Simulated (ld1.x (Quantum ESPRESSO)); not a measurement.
# Cr (Z = 24) RRKJ: all-electron and pseudo phase curves

```json
{
  "Element": "chromium (Cr)",
  "Generator": "ld1.x (Quantum ESPRESSO) 7.5",
  "Type": "norm-conserving RRKJ (Kleinman–Bylander form)",
  "Functional": "PBE",
  "Relativity": "fully relativistic",
  "Frozen core": "[Ne]",
  "Valence charge": "14",
  "Reference configuration": "3s2 3p6 3d6 4s0 4p0",
  "Partial waves": "3s (bound): rc 0.95 bohr; 3p (bound): rc 1.35 bohr; 3d (bound): rc 1.05 bohr",
  "Local potential": "all-electron potential smoothed inside 1.30 bohr (lloc = -1)",
  "Core correction": "Bessel-smoothed model core inside 0.75 bohr",
  "rho0": "0.02"
}
```

Open shells are filled in proportion to 2j + 1 (rel_dist='average').

The phase is arctan(r·u′/u) with u = r·R(r), unwrapped; energies in Ry, scanned from -7 to 5 Ry. A pole is an energy at which the radial function vanishes at the test radius. The pseudo phase is shifted by a multiple of π to meet the all-electron one at the reference energy, and phase errors are pseudo minus all-electron; the curves can meet again beyond the range given. Levels narrower than the energy grid can be missing from the lists of poles.

Question: For each channel, where are the poles, and over which energies does the pseudopotential scatter like the atom?

Answer:

| channel | radius (bohr) | reference energy (Ry) | poles, all-electron | poles, pseudo | unbroken range about the reference energy with phases within 0.05 rad | phase error 1 Ry above the reference energy (rad) |
| --- | --- | --- | --- | --- | --- | --- |
| s | 1.50 | -5.27 | -4.18 | -4.18 | below 3.1 | +0.001 |
| p1/2 | 1.50 | -3.23 | -1.89 | -1.89 | the whole range | -0.000 |
| p3/2 | 1.50 | -3.16 | -1.77 | -1.78 | the whole range | -0.000 |
| d3/2 | 1.50 | -0.10 | 1.78 | 1.81 | the whole range | +0.003 |
| d5/2 | 1.50 | -0.10 | 1.79 | 1.82 | the whole range | +0.002 |

Phases in the p3/2 channel:

```json
{"E (Ry)": "-7.00", "all-electron": "1.226", "pseudo": "1.226"}
{"E (Ry)": "-6.74", "all-electron": "1.210", "pseudo": "1.209"}
{"E (Ry)": "-6.48", "all-electron": "1.191", "pseudo": "1.190"}
{"E (Ry)": "-6.22", "all-electron": "1.169", "pseudo": "1.168"}
{"E (Ry)": "-5.96", "all-electron": "1.141", "pseudo": "1.141"}
{"E (Ry)": "-5.70", "all-electron": "1.108", "pseudo": "1.107"}
{"E (Ry)": "-5.44", "all-electron": "1.065", "pseudo": "1.065"}
{"E (Ry)": "-5.18", "all-electron": "1.009", "pseudo": "1.008"}
{"E (Ry)": "-4.92", "all-electron": "0.931", "pseudo": "0.930"}
{"E (Ry)": "-4.66", "all-electron": "0.817", "pseudo": "0.817"}
{"E (Ry)": "-4.40", "all-electron": "0.641", "pseudo": "0.640"}
{"E (Ry)": "-4.14", "all-electron": "0.355", "pseudo": "0.354"}
{"E (Ry)": "-3.88", "all-electron": "-0.082", "pseudo": "-0.083"}
{"E (Ry)": "-3.62", "all-electron": "-0.572", "pseudo": "-0.572"}
{"E (Ry)": "-3.36", "all-electron": "-0.939", "pseudo": "-0.939"}
{"E (Ry)": "-3.10", "all-electron": "-1.168", "pseudo": "-1.168"}
{"E (Ry)": "-2.84", "all-electron": "-1.311", "pseudo": "-1.311"}
{"E (Ry)": "-2.58", "all-electron": "-1.407", "pseudo": "-1.407"}
{"E (Ry)": "-2.32", "all-electron": "-1.476", "pseudo": "-1.476"}
{"E (Ry)": "-2.06", "all-electron": "-1.527", "pseudo": "-1.527"}
{"E (Ry)": "-1.80", "all-electron": "-1.567", "pseudo": "-1.567"}
{"E (Ry)": "-1.54", "all-electron": "-1.600", "pseudo": "-1.601"}
{"E (Ry)": "-1.28", "all-electron": "-1.628", "pseudo": "-1.628"}
{"E (Ry)": "-1.02", "all-electron": "-1.652", "pseudo": "-1.653"}
{"E (Ry)": "-0.76", "all-electron": "-1.673", "pseudo": "-1.674"}
{"E (Ry)": "-0.50", "all-electron": "-1.693", "pseudo": "-1.694"}
{"E (Ry)": "-0.24", "all-electron": "-1.711", "pseudo": "-1.712"}
{"E (Ry)": "0.02", "all-electron": "-1.728", "pseudo": "-1.729"}
{"E (Ry)": "0.28", "all-electron": "-1.744", "pseudo": "-1.746"}
{"E (Ry)": "0.54", "all-electron": "-1.760", "pseudo": "-1.762"}
{"E (Ry)": "0.80", "all-electron": "-1.776", "pseudo": "-1.778"}
{"E (Ry)": "1.06", "all-electron": "-1.792", "pseudo": "-1.794"}
{"E (Ry)": "1.32", "all-electron": "-1.808", "pseudo": "-1.811"}
{"E (Ry)": "1.58", "all-electron": "-1.825", "pseudo": "-1.828"}
{"E (Ry)": "1.84", "all-electron": "-1.842", "pseudo": "-1.846"}
{"E (Ry)": "2.10", "all-electron": "-1.860", "pseudo": "-1.864"}
{"E (Ry)": "2.36", "all-electron": "-1.879", "pseudo": "-1.885"}
{"E (Ry)": "2.62", "all-electron": "-1.900", "pseudo": "-1.906"}
{"E (Ry)": "2.88", "all-electron": "-1.923", "pseudo": "-1.930"}
{"E (Ry)": "3.14", "all-electron": "-1.947", "pseudo": "-1.956"}
{"E (Ry)": "3.40", "all-electron": "-1.974", "pseudo": "-1.985"}
{"E (Ry)": "3.66", "all-electron": "-2.005", "pseudo": "-2.018"}
{"E (Ry)": "3.92", "all-electron": "-2.039", "pseudo": "-2.055"}
{"E (Ry)": "4.18", "all-electron": "-2.079", "pseudo": "-2.098"}
{"E (Ry)": "4.44", "all-electron": "-2.124", "pseudo": "-2.148"}
{"E (Ry)": "4.70", "all-electron": "-2.177", "pseudo": "-2.207"}
{"E (Ry)": "4.96", "all-electron": "-2.239", "pseudo": "-2.278"}
```
